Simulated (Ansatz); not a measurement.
Consider the substitution at a C–C bond: `BCCCO` + HBr → `BCCBr` + CH₃OH.

Calculated with Ansatz (gas phase, PBE0-D4/def2-TZVP geometries, no zero-point term in ΔE). CCSD(T)/CBS is the MP2 limit (def2-TZVPP, def2-QZVPP) plus CCSD(T) − MP2 in def2-TZVPP, frozen cores. This one scheme is used for every species. Functionals use def2-TZVPP. For Br outer-core shells are correlated without core-valence functions, which leaves a few kJ/mol of doubt a bond. Scalar relativity is left out up to krypton. Each species was taken in one conformer, which may not be the lowest.

`BCCCO`:

Cartesian coordinates in Å:
```
B 1.375 -1.320 1.236
C 0.193 -0.453 0.737
C 0.122 -0.114 -0.747
C -1.023 0.815 -1.106
O -0.935 2.077 -0.476
H 2.378 -1.432 0.588
H 1.328 -1.842 2.314
H -0.770 -0.819 1.117
H 0.375 0.473 1.321
H 0.007 -1.035 -1.330
H 1.065 0.341 -1.064
H -1.983 0.331 -0.873
H -1.016 1.018 -2.179
H -1.114 1.961 0.460
```

HBr:

Z-matrix (Å, degrees):
```
Br
H 1 1.420
```

`BCCBr`:

```xyz
10

B     0.237   -1.288    0.646
C     0.470    0.217    0.328
C    -0.533    0.888   -0.578
Br   -0.449    0.121   -2.372
H     1.106   -1.930    1.160
H    -0.829   -1.798    0.454
H     1.494    0.414   -0.005
H     0.416    0.695    1.327
H    -0.355    1.953   -0.714
H    -1.558    0.728   -0.247
```

CH₃OH:

Cartesian coordinates in Å:
```
C 0.333 -0.062 -0.110
O -1.031 -0.335 0.115
H 0.760 -0.944 -0.590
H 0.883 0.117 0.822
H 0.484 0.795 -0.777
H -1.428 0.428 0.539
```

```
             level  ΔE (kJ/mol)
            PBE-D4         17.6
               PBE         16.8
SCS-MP2/def2-TZVPP         14.4
    MP2/def2-QZVPP         15.5
```

What does CCSD(T)/CBS give? (Best estimate.)

The calculation gave: +17.6 kJ/mol. The listed levels differ from it by 0.0, -0.8, -3.2, -2.1 kJ/mol.

Largest T1 diagnostic among the species: 0.010.

CCSD(T)/CBS has its own doubt, a few kJ/mol and more with outer-core shells, so smaller differences from it don't rank the levels.
